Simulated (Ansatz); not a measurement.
Steps of a relaxation of `[CH2][GeH2][CH3]` radical with UKS PBE0-D4/def2-TZVP.

```sh
$ ansatz run in.yaml --threads 4 --pin off --events-out ev --progress --plain --max-ram 10444MiB
```

```yaml
crystal:
  periodic: [false, false, false]
  atoms:
    - {symbol: C, position_ang: [-1.191731, 0.364400, -1.289142]}
    - {symbol: Ge, position_ang: [0.128892, 0.724585, 0.075579]}
    - {symbol: C, position_ang: [0.767905, -0.952434, 0.891996]}
    - {symbol: H, position_ang: [-1.072842, -0.464111, -2.007981]}
    - {symbol: H, position_ang: [-2.091009, 0.987919, -1.421920]}
    - {symbol: H, position_ang: [-0.492377, 1.656155, 1.155159]}
    - {symbol: H, position_ang: [1.351876, 1.470195, -0.546666]}
    - {symbol: H, position_ang: [-0.065743, -1.485013, 1.389207]}
    - {symbol: H, position_ang: [1.553124, -0.737577, 1.642410]}
    - {symbol: H, position_ang: [1.195005, -1.615319, 0.114258]}
basis:
  gaussian: {orbitals: def2-TZVP}
magnetization: {spin_polarized: true, initial_magnetization: 1}
hamiltonian: {xc: pbe0, dispersion: d4}
relax: {f_tol: 0.005, max_steps: 150}
```

Positions (Å) and forces (eV/Å) along the path, 13 of 16 steps:

```xyz
10
step=1 energy=-58695.7835 eV
C    -1.192    0.364   -1.289   -0.269   -0.078   -0.300
Ge    0.129    0.725    0.076    0.077   -0.015    0.061
C     0.768   -0.952    0.892    0.070   -0.236    0.095
H    -1.073   -0.464   -2.008   -0.080    0.458    0.386
H    -2.091    0.988   -1.422    0.490   -0.350    0.060
H    -0.492    1.656    1.155    0.083   -0.145   -0.163
H     1.352    1.470   -0.547   -0.197   -0.118    0.086
H    -0.066   -1.485    1.389    0.403    0.269   -0.238
H     1.553   -0.738    1.642   -0.379   -0.108   -0.360
H     1.195   -1.615    0.114   -0.198    0.322    0.374
10
step=4 energy=-58695.8154 eV
C    -1.183    0.359   -1.277    0.003   -0.001    0.003
Ge    0.133    0.721    0.078   -0.002   -0.002   -0.001
C     0.763   -0.945    0.883   -0.001    0.002   -0.001
H    -1.075   -0.466   -1.974   -0.001    0.000    0.000
H    -2.061    0.979   -1.419   -0.001    0.001   -0.002
H    -0.487    1.641    1.148    0.000    0.000    0.000
H     1.338    1.463   -0.545    0.000    0.000    0.001
H    -0.064   -1.470    1.363   -0.002    0.002    0.001
H     1.530   -0.739    1.630    0.001   -0.002    0.000
H     1.189   -1.594    0.116    0.003    0.000   -0.001
10
step=5 energy=-58695.8154 eV
C    -1.184    0.358   -1.276    0.002    0.003   -0.001
Ge    0.132    0.721    0.078   -0.002   -0.002    0.001
C     0.763   -0.945    0.882   -0.001    0.001   -0.001
H    -1.079   -0.471   -1.968   -0.004    0.001    0.001
H    -2.057    0.985   -1.424    0.002   -0.003   -0.002
H    -0.487    1.641    1.149    0.001   -0.001   -0.001
H     1.337    1.464   -0.545   -0.001    0.000    0.001
H    -0.063   -1.471    1.361    0.001    0.002    0.000
H     1.529   -0.739    1.631    0.000   -0.002   -0.001
H     1.192   -1.593    0.115    0.002    0.002    0.001
10
step=6 energy=-58695.8154 eV
C    -1.186    0.357   -1.274   -0.003    0.008   -0.008
Ge    0.132    0.721    0.079   -0.001    0.000    0.003
C     0.765   -0.945    0.881   -0.002   -0.001   -0.002
H    -1.089   -0.483   -1.955   -0.008    0.007    0.005
H    -2.048    0.996   -1.435    0.012   -0.014   -0.001
H    -0.488    1.639    1.151    0.002   -0.001   -0.001
H     1.335    1.467   -0.544   -0.003    0.000    0.001
H    -0.063   -1.475    1.355    0.004    0.002    0.000
H     1.527   -0.739    1.633    0.000   -0.002   -0.001
H     1.198   -1.589    0.113    0.000    0.002    0.003
10
step=7 energy=-58695.8154 eV
C    -1.186    0.357   -1.274   -0.007    0.007   -0.011
Ge    0.131    0.721    0.079   -0.001    0.000    0.004
C     0.765   -0.945    0.880   -0.002   -0.001   -0.003
H    -1.096   -0.490   -1.947   -0.008    0.010    0.007
H    -2.042    1.002   -1.442    0.016   -0.017    0.000
H    -0.489    1.638    1.152    0.002    0.000   -0.001
H     1.334    1.469   -0.543   -0.002    0.000    0.001
H    -0.062   -1.476    1.352    0.003    0.001    0.000
H     1.527   -0.740    1.633    0.001   -0.001    0.000
H     1.201   -1.587    0.112   -0.001    0.001    0.003
10
step=8 energy=-58695.8155 eV
C    -1.186    0.357   -1.273   -0.015   -0.001   -0.018
Ge    0.130    0.721    0.081   -0.001    0.001    0.004
C     0.767   -0.945    0.878    0.001    0.001   -0.004
H    -1.110   -0.505   -1.929   -0.008    0.023    0.015
H    -2.029    1.016   -1.458    0.023   -0.023    0.000
H    -0.491    1.636    1.155    0.000    0.001    0.001
H     1.331    1.474   -0.539    0.000    0.000   -0.001
H    -0.060   -1.480    1.347    0.000   -0.002    0.001
H     1.526   -0.741    1.633    0.002    0.001    0.002
H     1.205   -1.584    0.110   -0.001   -0.002    0.000
10
step=9 energy=-58695.8155 eV
C    -1.186    0.358   -1.273   -0.015   -0.003   -0.018
Ge    0.130    0.721    0.081   -0.003   -0.001    0.003
C     0.767   -0.945    0.877    0.001    0.002   -0.004
H    -1.114   -0.509   -1.924   -0.006    0.022    0.015
H    -2.024    1.020   -1.465    0.022   -0.020    0.002
H    -0.493    1.635    1.156    0.000    0.001    0.000
H     1.330    1.476   -0.538    0.000    0.000    0.000
H    -0.059   -1.480    1.347   -0.001   -0.001    0.001
H     1.528   -0.741    1.632    0.001    0.001    0.002
H     1.205   -1.584    0.109   -0.001   -0.002    0.000
10
step=10 energy=-58695.8156 eV
C    -1.186    0.357   -1.274   -0.014   -0.003   -0.016
Ge    0.127    0.721    0.084    0.001   -0.001   -0.001
C     0.769   -0.946    0.876    0.000    0.001    0.001
H    -1.126   -0.522   -1.908   -0.001    0.017    0.014
H    -2.010    1.032   -1.484    0.018   -0.014    0.005
H    -0.498    1.631    1.160   -0.002   -0.002    0.000
H     1.325    1.481   -0.531    0.001    0.000   -0.002
H    -0.054   -1.481    1.350    0.000    0.000    0.000
H     1.533   -0.741    1.626   -0.002   -0.001   -0.001
H     1.202   -1.585    0.105    0.000    0.001    0.000
10
step=12 energy=-58695.8156 eV
C    -1.187    0.356   -1.272   -0.006    0.005   -0.020
Ge    0.127    0.722    0.085   -0.006   -0.006    0.003
C     0.770   -0.946    0.875    0.003    0.001    0.000
H    -1.132   -0.528   -1.899   -0.004    0.009    0.011
H    -2.000    1.039   -1.494    0.011   -0.013    0.006
H    -0.501    1.628    1.162    0.003    0.002    0.000
H     1.323    1.484   -0.531   -0.001    0.001    0.001
H    -0.053   -1.481    1.349    0.000    0.001   -0.001
H     1.535   -0.742    1.625   -0.001   -0.001   -0.001
H     1.202   -1.584    0.103    0.000    0.000    0.001
10
step=13 energy=-58695.8156 eV
C    -1.186    0.357   -1.272   -0.011   -0.004   -0.016
Ge    0.125    0.722    0.086    0.000    0.001    0.002
C     0.771   -0.946    0.872    0.001    0.000    0.000
H    -1.147   -0.543   -1.879   -0.004    0.018    0.011
H    -1.986    1.050   -1.511    0.014   -0.014    0.003
H    -0.503    1.626    1.165    0.000    0.000    0.001
H     1.320    1.490   -0.526    0.000   -0.001    0.000
H    -0.051   -1.484    1.346    0.000    0.000   -0.001
H     1.536   -0.743    1.623   -0.001    0.000   -0.001
H     1.205   -1.581    0.099    0.000    0.000    0.001
10
step=14 energy=-58695.8156 eV rejected
C    -1.185    0.358   -1.273    0.023    0.002    0.034
Ge    0.125    0.722    0.086    0.004   -0.001   -0.003
C     0.771   -0.946    0.871    0.001    0.000    0.002
H    -1.154   -0.547   -1.870    0.001   -0.027   -0.021
H    -1.980    1.052   -1.517   -0.026    0.024   -0.011
H    -0.505    1.625    1.167    0.001    0.000   -0.001
H     1.320    1.491   -0.525   -0.001    0.002    0.002
H    -0.051   -1.486    1.342    0.000   -0.001    0.000
H     1.534   -0.743    1.624   -0.002    0.000   -0.002
H     1.208   -1.580    0.098    0.000    0.001    0.001
10
step=15 energy=-58695.8156 eV
C    -1.186    0.357   -1.273    0.002    0.000    0.002
Ge    0.125    0.722    0.086    0.001    0.000    0.000
C     0.771   -0.946    0.872    0.000    0.000    0.000
H    -1.151   -0.545   -1.874   -0.002    0.001    0.000
H    -1.983    1.052   -1.515    0.000   -0.001   -0.001
H    -0.504    1.626    1.166    0.000    0.000    0.000
H     1.320    1.491   -0.525    0.000    0.000    0.000
H    -0.051   -1.485    1.344    0.000    0.000    0.000
H     1.535   -0.743    1.623   -0.001    0.000   -0.001
H     1.206   -1.581    0.098    0.000    0.000    0.000
10
step=16 energy=-58695.8157 eV
C    -1.186    0.357   -1.272    0.002   -0.002    0.003
Ge    0.124    0.722    0.087    0.002    0.000    0.000
C     0.772   -0.946    0.871    0.000    0.000    0.000
H    -1.159   -0.552   -1.864   -0.003    0.003   -0.001
H    -1.975    1.058   -1.524    0.000   -0.002   -0.002
H    -0.505    1.624    1.168    0.000    0.000    0.000
H     1.318    1.493   -0.524   -0.001    0.000    0.001
H    -0.050   -1.486    1.342    0.000    0.000    0.000
H     1.535   -0.743    1.623    0.000    0.000    0.000
H     1.208   -1.579    0.096    0.000    0.000    0.000
```

Run time 44 s (4 threads of an Arm Neoverse V1 on a shared host); peak host memory 0.44 GiB.
